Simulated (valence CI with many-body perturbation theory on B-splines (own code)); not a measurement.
**Level structure of Tb60+**

Computed by configuration interaction combined with many-body perturbation theory (CI+MBPT): three valence electrons over a frozen Dirac-Fock core [He], radial functions for each j: 11 s, 11 p, 10 d, 8 f, 5 g, 2 h, with the one-electron correlation potential Σ1, the two-electron term Σ2, the three-electron term Σ3, Breit, model QED; selected CI, second order for the rest, scaled by the run's own slope (own B-spline code, finite nucleus).

The last digits are not significant, and no measured levels were compared; by estimate large intervals hold to a few tenths of a per cent, small ones and those within an open d or f shell to about a per cent.

Levels 46 to 90 of 165, with energies above the lowest level, (2s^2 2p1/2) J=1/2. "Leading %" is the weight of the configuration and term that name the level; weights of strongly mixed levels are sums over their largest components and can fall short. In the jj column 3d3/2^4 stands for four electrons in 3d with j = 3/2.

| No. | Configuration | Term | J | E (eV) | Leading % | Leading jj | g |
| --- | --- | --- | --- | --- | --- | --- | --- |
| 46 | 2s2p3p | ⁴P | 3/2 | 8919.6 | 46 | 2s 2p3/2 3p1/2 (100 %) | 1.628 |
| 47 | 2s2p3p | ²D | 5/2 | 8921.9 | 44 | 2s 2p3/2 3p1/2 (100 %) | 1.314 |
| 48 | 2s2p3s | ²P° | 1/2 | 8923.3 | 90 | 2s 2p3/2 3s (99 %) | 0.821 |
| 49 | 2s2p3s | ²P° | 3/2 | 8928.4 | 83 | 2s 2p3/2 3s (99 %) | 1.378 |
| 50 | 2s2p3p | ²P | 1/2 | 8996.6 | 49 | 2s 2p3/2 3p1/2 (98 %) | 1.245 |
| 51 | 2s2p3p | ²D | 3/2 | 8998.0 | 62 | 2s 2p3/2 3p1/2 (98 %) | 0.969 |
| 52 | 2p²3s | ⁴P | 3/2 | 9074.6 | 83 | 2p1/2 2p3/2 3s (97 %) | 1.643 |
| 53 | 2p²3s | ²P | 1/2 | 9082.5 | 64 | 2p1/2 2p3/2 3s (94 %) | 1.298 |
| 54 | 2p²3s | ²D | 5/2 | 9090.5 | 62 | 2p1/2 2p3/2 3s (95 %) | 1.316 |
| 55 | 2p²3s | ²D | 3/2 | 9098.7 | 62 | 2p1/2 2p3/2 3s (96 %) | 0.991 |
| 56 | 2p²3p | ⁴P° | 1/2 | 9129.4 | 48 | 2p1/2 2p3/2 3p1/2 (98 %) | 1.739 |
| 57 | 2p²3p | ⁴D° | 3/2 | 9135.1 | 54 | 2p1/2 2p3/2 3p1/2 (97 %) | 1.134 |
| 58 | 2s2p3p | ⁴D | 7/2 | 9141.8 | 100 | 2s 2p3/2 3p3/2 (100 %) | 1.407 |
| 59 | 2p²3p | ²F° | 5/2 | 9147.8 | 48 | 2p1/2 2p3/2 3p1/2 (97 %) | 1.054 |
| 60 | 2s2p3p | ²P | 3/2 | 9154.1 | 51 | 2s 2p3/2 3p3/2 (94 %) | 1.471 |
| 61 | 2s2p3p | ⁴P | 5/2 | 9170.4 | 52 | 2s 2p3/2 3p3/2 (96 %) | 1.392 |
| 62 | 2s2p3p | ²S | 1/2 | 9175.3 | 48 | 2s 2p3/2 3p3/2 (95 %) | 1.385 |
| 63 | 2p²3p | ²P° | 3/2 | 9186.6 | 42 | 2p1/2 2p3/2 3p1/2 (98 %) | 1.314 |
| 64 | 2s2p3d | ⁴D° | 5/2 | 9205.7 | 44 | 2s 2p3/2 3d3/2 (97 %) | 1.223 |
| 65 | 2s2p3d | ⁴D° | 3/2 | 9211.0 | 41 | 2s 2p3/2 3d3/2 (97 %) | 1.327 |
| 66 | 2s2p3d | ⁴F° | 7/2 | 9211.7 | 47 | 2s 2p3/2 3d3/2 (94 %) | 1.221 |
| 67 | 2s2p3d | ⁴P° | 1/2 | 9214.4 | 82 | 2s 2p3/2 3d3/2 (98 %) | 2.193 |
| 68 | 2s2p3p | ²D | 5/2 | 9227.7 | 74 | 2s 2p3/2 3p3/2 (98 %) | 1.252 |
| 69 | 2s2p3p | ²P | 3/2 | 9243.3 | 58 | 2s 2p3/2 3p3/2 (99 %) | 1.221 |
| 70 | 2s2p3p | ²S | 1/2 | 9246.6 | 61 | 2s 2p3/2 3p3/2 (99 %) | 1.724 |
| 71 | 2s2p3d | ⁴F° | 9/2 | 9254.3 | 100 | 2s 2p3/2 3d5/2 (100 %) | 1.314 |
| 72 | 2s2p3d | ²D° | 3/2 | 9271.2 | 55 | 2s 2p3/2 3d3/2 (51 %) | 1.015 |
| 73 | 2s2p3d | ²D° | 5/2 | 9276.0 | 47 | 2s 2p3/2 3d5/2 (97 %) | 1.295 |
| 74 | 2s2p3d | ²F° | 7/2 | 9284.4 | 52 | 2s 2p3/2 3d5/2 (94 %) | 1.254 |
| 75 | 2s2p3d | ²F° | 5/2 | 9288.2 | 68 | 2s 2p3/2 3d3/2 (96 %) | 0.942 |
| 76 | 2s2p3d | ²P° | 1/2 | 9292.7 | 62 | 2s 2p3/2 3d3/2 (77 %) | 0.626 |
| 77 | 2s2p3d | ²D° | 3/2 | 9301.7 | 50 | 2s 2p3/2 3d5/2 (51 %) | 1.047 |
| 78 | 2s2p3d | ²P° | 1/2 | 9308.0 | 96 | 2s 2p3/2 3d5/2 (76 %) | 0.720 |
| 79 | 2s2p3d | ²F° | 7/2 | 9342.2 | 73 | 2s 2p3/2 3d5/2 (96 %) | 1.176 |
| 80 | 2s2p3d | ²D° | 5/2 | 9357.4 | 60 | 2s 2p3/2 3d5/2 (93 %) | 1.151 |
| 81 | 2s2p3d | ²P° | 3/2 | 9360.4 | 73 | 2s 2p3/2 3d5/2 (98 %) | 1.272 |
| 82 | 2p²3p | ⁴D° | 5/2 | 9373.9 | 49 | 2p1/2 2p3/2 3p3/2 (96 %) | 1.401 |
| 83 | 2p²3p | ²P° | 1/2 | 9378.7 | 36 | 2p1/2 2p3/2 3p3/2 (98 %) | 1.576 |
| 84 | 2p²3p | ²D° | 3/2 | 9384.9 | 52 | 2p1/2 2p3/2 3p3/2 (97 %) | 1.138 |
| 85 | 2p²3p | ²F° | 7/2 | 9392.0 | 61 | 2p1/2 2p3/2 3p3/2 (96 %) | 1.220 |
| 86 | 2p²3p | ²P° | 3/2 | 9405.2 | 33 | 2p1/2 2p3/2 3p3/2 (100 %) | 1.405 |
| 87 | 2p²3p | ²D° | 5/2 | 9415.9 | 63 | 2p1/2 2p3/2 3p3/2 (98 %) | 1.175 |
| 88 | 2p²3d | ⁴F | 3/2 | 9424.4 | 43 | 2p1/2 2p3/2 3d3/2 (100 %) | 0.923 |
| 89 | 2p²3d | ⁴F | 5/2 | 9425.7 | 53 | 2p1/2 2p3/2 3d3/2 (99 %) | 0.959 |
| 90 | 2p²3d | ⁴D | 1/2 | 9429.5 | 79 | 2p1/2 2p3/2 3d3/2 (100 %) | 0.238 |
